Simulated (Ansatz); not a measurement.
Total energies of CdB9 (the lowest doublet isomer of a short search) from Ansatz at PBE-D4/def2-TZVP, gas phase (1 Eh = 27.2114 eV = 2625.5 kJ/mol). The reference geometry is relaxed at PBE-D4/def2-SVP.

```xyz
10

Cd   -2.866   -0.615   -0.357
B    -0.902    0.603   -0.466
B     0.521   -1.139    1.519
B     0.457    1.701   -0.684
B     0.046    0.344    1.796
B     0.846   -1.782    0.127
B    -0.052    1.562    0.808
B     0.477    0.433   -1.631
B     0.746   -1.078   -1.285
B     0.726   -0.029    0.174
```

```json
{"state": "charge 0 doublet", "geometry": "reference", "energy (Eh)": "-390.93657"}
{"state": "charge 1 singlet", "geometry": "reference", "energy (Eh)": "-390.68360"}
{"state": "charge 1 singlet", "geometry": "relaxed at PBE-D4/def2-SVP", "energy (Eh)": "-390.69077"}
{"state": "charge -1 singlet", "geometry": "reference", "energy (Eh)": "-390.99930"}
{"state": "free Cd atom (singlet)", "geometry": "–", "energy (Eh)": "-167.78889"}
{"state": "free B atom (doublet)", "geometry": "–", "energy (Eh)": "-24.61008"}
```

In the def2 sets Cd takes a core potential; there is no spin–orbit coupling.

Task: Work out the vertical ionisation energy to the singlet.

Result: E(charge 1 singlet) − E(charge 0 doublet) = -390.68360 − (-390.93657) = 0.25297 Eh = 6.88 eV. For comparison, −ε of the highest occupied level of the spin that leaves is 4.49 eV at this level, 2.39 eV less.

Task: Work out the vertical electron affinity, to the singlet.

Result: E(charge 0 doublet) − E(charge -1 singlet) = -390.93657 − (-390.99930) = 0.06273 Eh = 1.71 eV. The basis lacks diffuse functions, which makes affinities too small.

Task: Give the fundamental gap IE − EA, the Mulliken electronegativity (IE + EA)/2 and the hardness (IE − EA)/2.

Result: From the values in Eh: IE − EA = 0.25297 − 0.06273 = 0.19024 Eh = 5.18 eV; (IE + EA)/2 = 4.30 eV; (IE − EA)/2 = 2.59 eV.

Task: How much does the charge 1 singlet relax, and what is the adiabatic ionisation energy?

Result: Relaxation: -390.68360 − (-390.69077) = 0.00717 Eh = 0.20 eV. Adiabatic ionisation energy: 0.24580 Eh = 6.69 eV, without zero-point energy. 

Task: What is the binding energy per atom against free atoms?

Result: Atoms: 1 × (-167.78889) + 9 × (-24.61008) = -389.27961 Eh. Binding: -389.27961 − (-390.93657) = 1.65696 Eh = 45.09 eV, or 4.51 eV for each of 10 atoms (no zero-point energy, no counterpoise term).

A triplet lies near this restricted singlet, and broken spin symmetry wasn't tried. At PBE-D4/def2-TZVP the highest occupied level of the charge -1 singlet lies above zero (up to 0.31 eV). By energy differences its removal costs 1.71 eV (vertical, to the charge 0 doublet, at PBE-D4/def2-TZVP); self-interaction error and the lack of diffuse functions both raise the level.  

The structure comes from a short search, and lower isomers may exist.
